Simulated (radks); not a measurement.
The iron ion Fe+, configuration [Ar] 3d6 4p1 (not the ground configuration).

Calculated with a radial shooting solver on a logarithmic mesh with Libxc functionals: non-relativistic Kohn-Sham, BLYP, spin-unpolarised, spherical densities, point nucleus.

Energy parts (hartree):
part                       energy
total                 -1263.11714
kinetic                1262.19949
electron-nucleus      -2996.41671
Hartree                 526.29426
exchange-correlation    -55.19418

Orbitals (lengths in bohr, moments of r in powers of bohr; r(90%) holds 90 % of the orbital's charge):
orbital  occ.  eigenvalue (hartree)  r(90%)
1s          2             -255.2413   0.105
2s          2             -29.99112   0.418
2p          6             -25.93899   0.387
3s          2              -3.73414    1.23
3p          6              -2.55015    1.33
3d          6              -0.64287    1.91
4p          1              -0.29701    5.10

The highest occupied level is 4p at -8.082 eV. Summed over all electrons, <r^2> = 30.05 bohr^2, which gives a Langevin (diamagnetic) susceptibility term of -23.8 x 10^-6 cm^3/mol.
